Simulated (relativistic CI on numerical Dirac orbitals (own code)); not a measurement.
## Transition arrays of As¹³⁺

Calculated at this level of theory: Dirac-Coulomb-Breit CI, orbitals from a KLI potential per configuration, a model potential for QED, valence Slater integrals scaled by 0.9, whole transition arrays (own radial code, finite nucleus).

CI space (outside the closed core [Ne] 3s2): 3p6 3d2, 3p6 3d 4f, 3p5 3d3, 3p6 3d 4p, 3p6 3d 5f. Levels of other configurations are missing.

All E1 lines from the levels of 3p6 3d2; mean and standard deviation are weighted by gf, and upper levels are sorted by their leading configuration.

| Upper configuration | Lines | Σgf | Mean (eV) | Mean (nm) | σ (eV) | Strongest line (nm) |
| --- | --- | --- | --- | --- | --- | --- |
| 3p6 3d 4f | 81 | 64.9 | 242.65 | 5.110 | 2.43 | 5.118 |
| 3p5 3d3 | 466 | 96.5 | 112.66 | 11.006 | 7.22 | 10.605 |
| 3p6 3d 4p | 60 | 3.6 | 181.77 | 6.821 | 2.41 | 6.866 |
| 3p6 3d 5f | 81 | 23.2 | 304.63 | 4.070 | 2.62 | 4.089 |

Σgf per state of the lower configuration in bins of 0.2 nm over the central range (centre: value): 4.1: 0.50, 5.1: 1.37, 5.3: 0.08, 6.7: 0.04, 6.9: 0.04, 10.1: 0.05, 10.3: 0.37, 10.5: 0.17, 10.7: 0.33, 10.9: 0.39, 11.1: 0.07, 11.3: 0.15, 11.5: 0.19, 11.7: 0.05, 11.9: 0.20, 12.1: 0.04.

Question: How do configuration mixing and the scaling of the Slater integrals move the arrays?

Answer: Slater scale 0.9, no configuration mixing: 3p6 3d 4f 242.4 ± 2.3 eV (Σgf 57.7), 3p5 3d3 112.7 ± 7.2 eV (Σgf 101.0), 3p6 3d 4p 181.8 ± 2.3 eV (Σgf 4.7), 3p6 3d 5f 304.5 ± 2.6 eV (Σgf 18.3); Slater scale 1: 3p6 3d 4f 242.8 ± 2.7 eV (Σgf 66.0), 3p5 3d3 114.9 ± 7.9 eV (Σgf 97.8), 3p6 3d 4p 181.8 ± 2.7 eV (Σgf 3.4), 3p6 3d 5f 304.7 ± 2.9 eV (Σgf 23.7); Slater scale 0.8: 3p6 3d 4f 242.5 ± 2.2 eV (Σgf 63.9), 3p5 3d3 110.4 ± 6.5 eV (Σgf 95.2), 3p6 3d 4p 181.8 ± 2.1 eV (Σgf 3.7), 3p6 3d 5f 304.6 ± 2.3 eV (Σgf 22.8). With mixing, levels are counted to their leading configuration, so an array can shrink or vanish into another, and the sums then hold other lines.
